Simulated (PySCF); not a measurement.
[Ir3]+ at several levels of theory

Computed with PySCF 2.14.0 (density fitting, no spin-orbit coupling) at the geometry relaxed with PBE:

```xyz
3
[Ir3]+ (triplet)
Ir    1.3710    0.0000    0.0000
Ir   -0.6855    1.1873    0.0000
Ir   -0.6855   -1.1873    0.0000
```

```json
{"level": "PBE", "basis": "Ir def2-SVP with ECP60", "state": "triplet", "HOMO (eV)": "-10.48", "gap (eV)": "-0.12", "charge on Ir1 (e)": "0.33", "dipole about the centre of mass (D)": "0.00", "largest force component (eV/Å)": "0.03"}
{"level": "revPBE", "basis": "the same", "state": "triplet", "HOMO (eV)": "-10.41", "gap (eV)": "-0.11", "charge on Ir1 (e)": "0.33", "dipole about the centre of mass (D)": "0.00", "largest force component (eV/Å)": "0.20"}
{"level": "PBE", "basis": "Ir def2-TZVP with ECP60", "state": "triplet", "HOMO (eV)": "-10.40", "gap (eV)": "-0.12", "charge on Ir1 (e)": "0.33", "dipole about the centre of mass (D)": "0.00", "largest force component (eV/Å)": "0.52"}
```

HOMO and gap are taken over both spins. Charges are Mulliken's, which hang on the basis. The relaxation used the grid (50, 194), these runs (75, 302) or, all-electron (x2c bases, spin-free X2C Hamiltonian), (99, 590).

A further run in the first row's basis gives HOMO (eV) -11.74, gap (eV) 1.89, charge on Ir1 (e) 0.33, dipole about the centre of mass (D) 0.00, largest force component (eV/Å) 0.86. Which level was it?
A. TPSSh
B. r2SCAN
C. PBE0

C. The others give HOMO -11.01 eV (TPSSh); -10.69 eV (r2SCAN).

The relaxed state isn't the lowest spin state tried at its geometry. Open shells may have lower solutions than the one found.

A gap near or under zero over both spins lies within a partly filled shell and is no excitation energy.
